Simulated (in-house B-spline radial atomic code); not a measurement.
Values are calculated unless marked as measured or tabulated.
Ghost states of the separable form: Br

Br, [Ar] 3d10 4s2 4p5, non-relativistic PBE, spherical and spin-unpolarised, from an all-electron radial atomic-structure program (B-spline basis) (atomic units; all potentials screened as in the neutral atom).

Troullier-Martins channels: 4s (ε = -0.7137, r_c = 1.269 bohr), 4p (ε = -0.2902, r_c = 1.402 bohr). In the Kleinman-Bylander form one channel serves as the local potential, and each other channel l becomes |δV u><u δV|/<u|δV|u>, with δV = V_l − V_local and u the pseudo-orbital. Its strength is E_KB = <u|δV²|u>/<u|δV|u>. By the analysis of Gonze, Stumpf and Scheffler a spurious state lies below the reference level ε if E_KB > 0 and ε is above the second level of the local potential alone, or if E_KB < 0 and ε is above its first. The table's levels are those of angular momentum l in a sphere of 9 bohr, whose wall can lift a shallow ε a little above its free-atom value.

```tsv
local	channel	<u δV u>	<u δV² u>	ε	first local level	second local level
p	s	0.049159	0.38996	-0.7137	-0.8747	-0.0163
s	p	-0.019793	0.19503	-0.2901	-0.2870	0.0882
```

**Question.** Apply the rule to each row.

**Answer.** Local p, channel s: E_KB = +7.93, so ε = -0.7137 is set against -0.0163: no ghost. Local s, channel p: E_KB = -9.85, so ε = -0.2901 is set against -0.2870: no ghost.

Diagonalising the separable Hamiltonian gives:

```tsv
local	channel	three lowest levels	all-electron, two lowest valence levels
p	s	-0.7137, 0.0126, 0.2896	-0.7137, 0.0126
s	p	-0.2901, 0.0855, 0.3829	-0.2901, 0.0867
```

**Question.** Which choices of local channel are safe?

**Answer.** All are free of ghosts. Among the safe choices the second level, which tests transfer, is off by at most 1.1 millihartree (s local), 0.0 millihartree (p local).
